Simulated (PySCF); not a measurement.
Molecule: sum formula SiH$_{3}$Br (charge 0, singlet). 
Geometry from a B3LYP-D3(BJ)/def2-TZVP (Ansatz) optimisation:
```xyz
5

Si    -1.4775    -0.0217     0.0219
Br     0.7574     0.0111    -0.0112
H     -1.9632     1.3690    -0.0622
H     -1.9472    -0.8065    -1.1360
H     -1.9135    -0.6482     1.2847
```
Charge 0, spin multiplicity 1.

Dispersion corrections to the total energy (kcal/mol) from the dftd3 and dftd4 libraries through PySCF: D3(BJ) without and D4 with the three-body term, each with the damping fitted for the functional named.

```
functional  D3(BJ)     D4
----------  ------  -----
TPSSh        -2.41  -2.21
B3LYP        -3.85  -3.03
BP86             ?  -2.50
HSE06        -1.47  -1.45
TPSS         -2.60  -2.47
PBE0         -1.80      ?
PW6B95           ?  -1.59
```

Problem. What belongs in the gaps?

Solution. 
- BP86, D3(BJ): -3.64
- PBE0, D4: -1.54
- PW6B95, D3(BJ): -1.26
